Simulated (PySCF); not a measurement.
**Eu2O3: from a saddle point downhill**

PySCF 2.14.0, RKS BP86, Eu lcecp-1-SVP with ECP52, O def2-SVP; non-relativistic Hamiltonian with scalar-relativistic core potentials where named; density fitting; no spin-orbit coupling. Relaxed within the symmetry of its start, the geometry (D∞h) is

```xyz
5

Eu    0.0000    0.0000    2.2696
Eu    0.0000    0.0000   -2.2696
O     0.0000    0.0000    0.0000
O     0.0000    0.0000    4.1763
O     0.0000    0.0000   -4.1763
```

and its lowest harmonic modes are -215, -215, -156, -156, 42, 42 cm⁻¹ (negative: unstable). It was moved along the lowest mode and relaxed again, within the group C2v that the move left.

Problem. Where does it end, and how much lower?

Solution. In C2v, 2.082 eV lower, after 26 steps:
```xyz
5

Eu    0.5474    0.0347    2.0703
Eu    0.5474    0.0347   -2.0703
O     0.9929    0.0630    0.0000
O    -1.3139   -0.0834    2.3260
O    -1.3139   -0.0834   -2.3260
```

Problem. How do the contacts change?

Solution. 
```json
{"contact": "Eu1–O3 (O)", "saddle (Å)": "2.270", "end (Å)": "2.118"}
{"contact": "Eu1–O4 (O)", "saddle (Å)": "1.907", "end (Å)": "1.882"}
{"contact": "Eu2–O5 (O)", "saddle (Å)": "1.907", "end (Å)": "1.882"}
```


Problem. Is the end a minimum?

Solution. Probably not: 1 of the modes stay unstable (below −25 cm⁻¹), though so soft as to be near the noise; lowest modes -58, 49, 103, 128, 202, 258 cm⁻¹.

An lcecp potential fixes the number of 4f electrons, so in runs with it no electron can move into or out of that shell.

State: singlet in the valence, with the 4f electrons in the core potential.
